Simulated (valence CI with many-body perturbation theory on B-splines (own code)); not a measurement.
## Level structure of Hg74+

Calculated by valence CI with perturbative core correlation (CI+MBPT): four valence electrons over a frozen Dirac-Fock core [He], a basis of 9 s, 9 p, 8 d, 6 f, 3 g, 1 h functions for each j, with the one-electron correlation potential Σ1 (screened to all orders), the two-electron term Σ2, the three-electron term Σ3, Breit, model QED; selected single and double excitations, second order for the rest, scaled by the run's own slope (own B-spline code, finite nucleus).

No measured spectrum was set against this ion. As an estimate, large intervals hold to a few tenths of a per cent, small ones and those within an open d or f shell to about a per cent.

Levels 1 to 40 of 40, with energies above the lowest level, (2s^2 2p1/2^2) J=0. "Leading %" is the weight of the configuration and term that name the level; weights of strongly mixed levels are sums over their largest components and can fall short, so below about 35 % the name and the second component can differ from the true leading terms, or belong to a minority configuration. In the jj column 3d3/2^4 stands for four electrons in 3d with j = 3/2. Lifetimes count E1, E2, E3, M1 and M2 decay at the calculated energies, and are blank where another channel may lead or the interval is too uncertain; long ones can be off by a factor of two.

```csv
No.,Configuration,Term,J,E (eV),Leading %,g,Lifetime,Leading jj
1,2s2 2p2,3P,0,0,68,,,2s^2 2p1/2^2 (100 %)
2,2s2 2p2,3P,1,2033,100,1.463,19.8 ps,2s^2 2p1/2 2p3/2 (100 %)
3,2s2 2p2,1D,2,2051,66,1.125,2.66 ns,2s^2 2p1/2 2p3/2 (100 %)
4,2s 2p3,3P°,2,2378,49,1.477,24.3 ps,2s 2p1/2^2 2p3/2 (100 %)
5,2s 2p3,1P°,1,2476,31,1.111,36.6 fs,2s 2p1/2^2 2p3/2 (100 %)
6,2s2 2p2,3P,2,4114,65,1.286,4.93 ps,2s^2 2p3/2^2 (99 %)
7,2s2 2p2,1S,0,4185,67,,4.53 ps,2s^2 2p3/2^2 (99 %)
8,2s 2p3,5S°,2,4380,51,1.541,154 fs,2s 2p1/2 2p3/2^2 (100 %)
9,2s 2p3,3D°,3,4426,100,1.286,163 fs,2s 2p1/2 2p3/2^2 (100 %)
10,2s 2p3,3P°,0,4499,100,,47.0 fs,2s 2p1/2 2p3/2^2 (100 %)
11,2s 2p3,3S°,1,4524,54,1.295,23.8 fs,2s 2p1/2 2p3/2^2 (100 %)
12,2s 2p3,1D°,2,4532,74,1.037,24.3 fs,2s 2p1/2 2p3/2^2 (100 %)
13,2s 2p3,3P°,1,4537,64,1.280,42.9 fs,2s 2p1/2 2p3/2^2 (100 %)
14,2p4,3P,2,4896,67,1.296,25.2 fs,2p1/2^2 2p3/2^2 (99 %)
15,2p4,1S,0,4970,65,,23.2 fs,2p1/2^2 2p3/2^2 (99 %)
16,2s 2p3,3P°,2,6528,51,1.433,49.1 fs,2s 2p3/2^3 (100 %)
17,2s 2p3,1P°,1,6625,35,1.143,19.8 fs,2s 2p3/2^3 (100 %)
18,2p4,3P,1,6949,100,1.463,16.2 fs,2p1/2 2p3/2^3 (100 %)
19,2p4,1D,2,6968,68,1.115,16.6 fs,2p1/2 2p3/2^3 (100 %)
20,2p4,3P,0,9063,65,,12.2 fs,2p3/2^4 (100 %)
21,2s2 2p 3s,3P°,0,12534,100,,2.90 fs,2s^2 2p1/2 3s (100 %)
22,2s2 2p 3s,3P°,1,12538,67,1.293,2.42 fs,2s^2 2p1/2 3s (100 %)
23,2s2 2p 3p,3D,1,12635,74,0.625,182 fs,2s^2 2p1/2 3p1/2 (100 %)
24,2s2 2p 3p,3P,0,12690,67,,103 fs,2s^2 2p1/2 3p1/2 (99 %)
25,2s 2p2 3s,5P,1,12852,40,1.987,2.91 fs,2s 2p1/2^2 3s (99 %)
26,2s 2p2 3s,3P,0,12895,68,,3.10 fs,2s 2p1/2^2 3s (99 %)
27,2s 2p2 3p,3P°,1,12961,33,1.322,1.33 fs,2s 2p1/2^2 3p1/2 (100 %)
28,2s 2p2 3p,3P°,0,12963,53,,123 fs,2s 2p1/2^2 3p1/2 (100 %)
29,2s2 2p 3p,3D,2,13261,51,1.139,110 fs,2s^2 2p1/2 3p3/2 (100 %)
30,2s2 2p 3p,3P,1,13262,49,1.494,143 fs,2s^2 2p1/2 3p3/2 (100 %)
31,2s2 2p 3d,3F°,2,13332,75,0.737,2.71 fs,2s^2 2p1/2 3d3/2 (100 %)
32,2s2 2p 3d,3D°,1,13360,50,0.825,321 as,2s^2 2p1/2 3d3/2 (100 %)
33,2s2 2p 3d,3P°,2,13501,46,1.283,476 as,2s^2 2p1/2 3d5/2 (97 %)
34,2s2 2p 3d,3F°,3,13506,45,1.088,475 as,2s^2 2p1/2 3d5/2 (100 %)
35,2s 2p2 3p,3P°,2,13582,36,1.482,13.9 fs,2s 2p1/2^2 3p3/2 (97 %)
36,2s 2p2 3p,3D°,1,13587,30,1.142,1.42 fs,2s 2p1/2^2 3p3/2 (100 %)
37,2s 2p2 3d,3D,1,13652,48,0.474,2.96 fs,2s 2p1/2^2 3d3/2 (100 %)
38,2s 2p2 3d,3D,2,13658,30,1.096,2.52 fs,2s 2p1/2^2 3d3/2 (99 %)
39,2s 2p2 3d,3D,3,13817,39,1.320,476 as,2s 2p1/2^2 3d5/2 (100 %)
40,2s 2p2 3d,3F,2,13836,26,1.037,484 as,2s 2p1/2^2 3d5/2 (99 %)
```

The ionisation energy to 2s2 2p 2P°_1/2 of the next ion comes out as 22124 eV (NIST: 22120 ± 90 eV (theoretical)). All 40 levels together are meant to be complete up to 13866 eV.
